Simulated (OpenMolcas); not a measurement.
3d ions of charge +3 along the row

```yaml
Program: OpenMolcas
Method: SS-CASPT2, IPEA 0.25 Eh, imaginary shift 0.1 Eh
Basis: ANO-RCC-VTZP
Scalar_Hamiltonian: DKH2, point nucleus
Spin-orbit_coupling: RASSI with atomic mean-field integrals over the reference wave functions, term energies averaged over their components
```

Active space: the 3d shell; CASPT2 also correlates the outermost closed s and p core shells.

B and C come from two terms' centres of gravity (d2, d8: 3P = 15B, 1G = 12B + 2C; d3, d7: 4P = 15B, 2G = 4B + 3C; d4, d6: 3G = 9B + 4C, 3H = 4B + 4C; d5: 4D = 17B + 5C, 4G = 10B + 5C, above the ground term), where all their levels are at least 80 % pure. ζ = ±2S·A comes from the whole width of the ground multiplet by E(J) = (A/2) J(J+1), where its levels are at least 85 % pure. Energies in cm-1.

| Ion | Configuration | Lowest level | Weight (%) | B | B measured | C | C measured | ζ | ζ measured |
| --- | --- | --- | --- | --- | --- | --- | --- | --- | --- |
| V3+ | 3d² | ³F₂ | 100 | 911 |  | 3874 |  | 214 | 210 |
| Cr3+ | 3d³ | ⁴F_3/2 | 100 | 951 | 917 | 3643 | 3677 | 286 | 270 |
| Mn3+ | 3d⁴ | ⁵D₀ | 100 | 883 | 839 | 4428 | 4401 | 383 | 354 |
| Fe3+ | 3d⁵ | ⁶S_5/2 | 100 | 965 |  | 4743 |  |  |  |
| Co3+ | 3d⁶ | ⁵D₄ | 100 | 1116 |  | 4777 |  | 617 | 597 |
| Ni3+ | 3d⁷ | ⁴F_9/2 | 100 | 1174 | 1146 | 4779 | 4863 | 729 | 749 |
| Cu3+ | 3d⁸ | ³F₄ | 100 | 1265 | 1237 | 5356 | 5357 | 863 | 879 |

Measured columns use the levels in Sugar and Corliss, J. Phys. Chem. Ref. Data 7, 1191 (1978) (V3+); Sugar and Corliss, J. Phys. Chem. Ref. Data 6, 317 (1977) (Cr3+); Corliss and Sugar, J. Phys. Chem. Ref. Data 6, 1253 (1977) (Mn3+); Sugar and Corliss, J. Phys. Chem. Ref. Data 10, 1097 (1981) (Co3+); Corliss and Sugar, J. Phys. Chem. Ref. Data 10, 197 (1981) (Ni3+); Sugar and Musgrove, J. Phys. Chem. Ref. Data 19, 527 (1990) (Cu3+).

The computed B goes from 911 (V3+) to 1265 cm-1 (Cu3+), a factor of 1.39, though not at every step. It departs from the measured column by +2 to +5 %. The Trees term is left out, which lowers the B read from the levels of every ion, most for d4 to d6. The pair of terms that fixes B changes along the row, so steps between ions also reflect that choice.

The computed ζ goes from 214 (V3+) to 863 cm-1 (Cu3+), a factor of 4.03, rising at every step. It departs from the measured column by -3 to +8 %.

CASPT2 does not keep the components of a term degenerate, so their means are used; among the low terms the widest spread is 1600 cm-1 (3d⁷ ²H, Ni3+). The CASPT2 spread within a term exceeds the gap to the next term for 3d³ ²D(1) and 3d³ ²P, 3d³ ²P and 3d³ ²H, so the order of their levels is uncertain, and so are names and mixing where such terms share a J (figures for Cr3+; the like holds for Mn3+, Ni3+). Some levels mix across a computed gap that differs much from the measured one, so their mixing is not that of the real levels (holds for Ni3+). Measured partners are found by configuration, term and J. A level has none where our copy of the source lacks it or the pairing is in doubt (some pairs that miss far off the trend of their configuration count as doubtful), and it then counts in no deviation. Levels of configurations outside the active space are missing.

A number in round brackets counts repeated terms of one configuration in the order of the reference energies.
